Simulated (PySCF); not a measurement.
Spinor energies of Fe⁺ (iron, charge +1)

Start: [Ar] 3d6 4p1; 3d3/2 filled at m_j = +3/2; 3d5/2 filled at m_j = -3/2, -1/2, +1/2, +3/2, +5/2; 4p3/2 filled at m_j = +3/2. Calculated with PySCF 2.14 in x2c-TZVPall-2c: generalised Hartree-Fock with the X2C-1e Hamiltonian and a Gaussian nucleus; one run each with spin-orbit coupling (SO) switched off, then screened by Boettger's factors. This is a chosen level, not necessarily the ground level.

```tsv
spinor shell	electrons	ε, spin-free (eV)	ε, screened SO (eV)	weight of nominal j (screened SO)	rms radius, screened SO (bohr)
1s1/2	2	-7185.0	-7184.9	1.000	0.0675
2s1/2	2	-892.26	-892.23	1.000	0.288
2p1/2	2	-758.06	-767.02	0.987	0.259
2p3/2	4	-758.06	-753.66	0.994	0.261
3s1/2	2	-125.23	-125.23	1.000	0.872
3p1/2	2	-84.826	-86.295	0.661	0.932
3d5/2	5	-27.111	-28.094	0.588	1.19
3d3/2	1	-27.111	-22.285	0.790	1.27
4p3/2	1	-10.461	-10.437	1.000	3.61
```

Problem. Where does 3p3/2 lie, and what is the 3p spin-orbit splitting (screened SO)?

Solution. At -84.113 eV, 2.182 eV above 3p1/2.

| quantity | spin-free | screened SO |
| --- | --- | --- |
| E (hartree) | -1270.90707 | -1270.92800 |
| M_J | 11/2 | 11/2 |
| ⟨J²⟩ | 35.757 | 35.757 |
| ⟨L²⟩ | 12.005 | 12.013 |
| ⟨S²⟩ | 8.752 | 8.748 |

Each row is a mean over spinors that exchange with the open shell spreads, by up to 15.517 eV (3p3/2).

Rows whose weight is well below 1 are mixtures of j = l ± 1/2: exchange outweighs spin-orbit coupling there, and the label is only the starting occupation.

Without spin-orbit coupling the j labels of p, d and f shells carry no meaning; the spin-free column gives the mean over the occupied spinors of each nl shell.
